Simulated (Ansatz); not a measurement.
A nudged elastic band was laid between two geometries of FGeH₃O (6 atoms, charge 0, multiplicity 1).

The calculation used RKS B3LYP/def2-SVP (Ansatz).

* movable images: 9
* climbing image: yes
* spring: 5.0 eV/Å²
* optimiser: quadratic models (default)
* start path: through a guess of the saddle point
* force threshold: 0.05 eV/Å
* iteration limit: 60
* end points: relaxed

Initial state:

```xyz
6
Properties=species:S:1:pos:R:3
Ge 0.361 -0.071 0.057
O 0.652 -0.088 1.804
H -0.152 -0.192 2.331
H 1.737 0.087 -0.593
F -0.586 1.352 -0.314
H -0.500 -1.262 -0.403
```

Final state:

```xyz
6
Properties=species:S:1:pos:R:3
Ge 0.135 0.564 -0.778
O 1.162 0.033 1.182
H 0.349 0.311 1.649
H 1.186 -0.932 1.277
F -1.159 0.877 0.459
H -0.161 -1.029 -0.906
```

Q: What changes between the two ends?

A: Bonds broken: Ge1–O2, Ge1–H4. Bonds formed: O2–H4.

Q: Give the energies along the band, and the barrier.

A: The run converged. The highest image is number 4 of 0 to 10, 247.2 kJ/mol above the first end and 178.1 kJ/mol above the last; the last end lies 69.2 kJ/mol above the first. The profile has 2 maxima (images 1, 4) with wells between them (image 2): this band takes more than one step, which may be the mechanism or a detour left from its start path. Neighbouring images differ by up to 2.2 eV, so the band resolves the path poorly. A vibrational analysis at the climbing image gives one clearly imaginary mode, 1400i cm⁻¹: a first-order saddle point. The orbitals stay closed-shell, which can raise the energy where a bond breaks towards radicals; this wasn't checked here.

```
image  path coordinate (Å)  energy (kJ/mol)  Ge1–O2 (Å)  Ge1–H4 (Å)  O2–H4 (Å)
    0                 0.00              0.0        1.77        1.53       2.64
    1                 0.95             11.8        1.77        1.54       2.75
    2                 1.89              1.5        1.77        1.54       2.73
    3                 2.84             31.0        1.78        1.53       2.45
    4                 3.78            247.2        1.99        1.63       1.42
    5                 4.34            119.0        2.23        2.11       0.99
    6                 4.90             85.0        2.27        2.73       0.97
    7                 5.46             83.5        2.28        2.84       0.97
    8                 6.02             80.7        2.28        2.85       0.97
    9                 6.58             73.8        2.27        2.84       0.97
   10                 7.14             69.2        2.28        2.75       0.97
```

Q: What is the geometry of the highest image?

A: 
```xyz
6
Properties=species:S:1:pos:R:3
Ge 0.204 -0.028 -0.334
O 0.718 0.187 1.579
H 0.593 -0.603 2.134
H 1.610 -0.008 0.487
F -0.729 1.426 -0.629
H -0.885 -1.150 -0.353
```

Run time: 3.3 min on 1 thread of Intel(R) Xeon(R) 6975P-C (Granite Rapids) (shared host), peak memory 0.16 GiB.
